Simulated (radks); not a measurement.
Ionisation of the bromine ion Br3+, [Ar] 3d10 4s2 4p2, to [Ar] 3d10 4s2 4p1 as the strength of local exchange is varied. Calculated with a radial shooting solver on a logarithmic mesh with Libxc functionals: Dirac Kohn-Sham, Slater X-alpha exchange (alpha = 2/3 is LDA exchange), no correlation, spin-unpolarised, spherical densities, point nucleus; open shells are shared between the two j in proportion to 2j + 1.

| alpha | E(Br3+) (hartree) | exchange (hartree) | IE (eV) | -e of the level emptied (eV) | <r> of it (bohr) |
|---|---|---|---|---|---|
| 0.588 | -2587.73773 | -74.38685 | 43.640 | 37.258 (4p3/2) | 1.803 |
| 0.667 | -2597.74988 | -84.68492 | 44.905 | 38.478 (4p3/2) | 1.780 |
| 0.711 | -2603.34188 | -90.45169 | 45.617 | 39.166 (4p3/2) | 1.768 |
| 0.882 | -2625.18032 | -113.07472 | 48.439 | 41.900 (4p3/2) | 1.721 |
| 0.948 | -2633.65423 | -121.89623 | 49.551 | 42.979 (4p3/2) | 1.704 |
| 0.963 | -2635.58362 | -123.90809 | 49.805 | 43.227 (4p3/2) | 1.700 |
| 0.987 | -2638.67332 | -127.13244 | 50.214 | 43.624 (4p3/2) | 1.694 |
| 1.024 | -2643.44312 | -132.11624 | 50.847 | 44.240 (4p3/2) | 1.685 |

NIST Atomic Spectra Database: 47.78 eV (measured). The Delta-SCF value meets it near alpha = 0.84. Spin polarisation and multiplet splitting are left out, so open shells lie too high by an amount that depends on their filling. Sharing an open shell by 2j + 1 raises it above the true ground level by a part of the spin-orbit splitting, which enters the differences from NIST.

Beside tabulated values, note that spin-unpolarised runs miss the spin-polarisation part of the exchange energy of open shells.
